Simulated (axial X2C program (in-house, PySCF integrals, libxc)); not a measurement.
## Nuclear properties of RuF

Computed with an in-house all-electron X2C program for linear molecules (integrals from PySCF): two-component X2C with atomic mean-field Coulomb and Gaunt terms, Gaussian nuclei, basis Ru dyall-cv3z, F dyall-av3z with contracted cores.

R = 1.905 Å (near the PBE0 minimum at charge 0 of the determinant lowest at the starting distance; the state shown can have its own minimum elsewhere).

Determinant lowest in the PBE0 search, Ω = 9/2 (⟨Sz⟩ = 1.52, ⟨Lz⟩ = 2.98 at PBE0), spin on the atoms Ru 1.48, F 0.04:

```
level  Eeff magnitude (GV/cm)  Ws magnitude Ru (kHz)  A∥/gI Ru (MHz)  qzz Ru (a.u.)  A∥/gI F (MHz)  qzz F (a.u.)  μ (D)
 PBE0                    2.22                   0.19             532           0.53           13.9          1.32  -4.29
   HF                    4.31                  0.586             618          -1.24             18          0.44  -2.16
 BP86                     1.8                  0.153             605           1.01           17.2          1.45  -3.53
B3LYP                    2.03                  0.173             546           0.66             15          1.32  -4.16
PBE50                    2.68                  0.238             457           0.03           12.7          1.17  -4.91
```

Eeff is the effective electric field on the electron electric dipole moment in this Ω state and Ws the scalar–pseudoscalar constant of the nucleus named (defined with the proton number Z and per Ω); A∥ (defined per Ω) follows by multiplying with gI = μI/(I μN); qzz is the electric field gradient, eQq0 = 234.96 MHz × Q/barn × qzz; μ is positive if the F end (last atom) is positive. The operators were transformed with the bare-nucleus X2C matrices; with these basis sets, hyperfine constants and field gradients can be off by tens of per cent, and where levels differ in sign neither size nor sign is settled.

With gI(101Ru) = -0.2880, gI(19F) = 5.2577 (g factors from the IAEA table of nuclear moments by Stone), turn the PBE0 values of the first state into constants in MHz.

A∥(101Ru) = 532 × -0.2880 = -153 MHz; A∥(19F) = 13.9 × 5.2577 = 73.1 MHz.

Each state is one determinant with collinear spin, which with several unpaired electrons need not be a pure state. Unrestricted Hartree–Fock can overshoot spin polarisation at the nuclei. In the state Ω = 9/2 the sign of Eeff differs between levels (HF against PBE0). With several open shells hyperfine constants can be off by a factor of several. Where Eeff spreads by more than a factor of two the levels disagree and none is to be relied on. At BP86 a later determinant lies lower. States lie within half an eV, so the first need not be the ground state. The sign of Ws at Ru differs between levels in the first state. Further determinants of the search, some of them spin-mixed, are not shown. Where a field gradient or hyperfine factor spreads by more than a factor of two over the levels, a constant derived from it is not to be relied on.
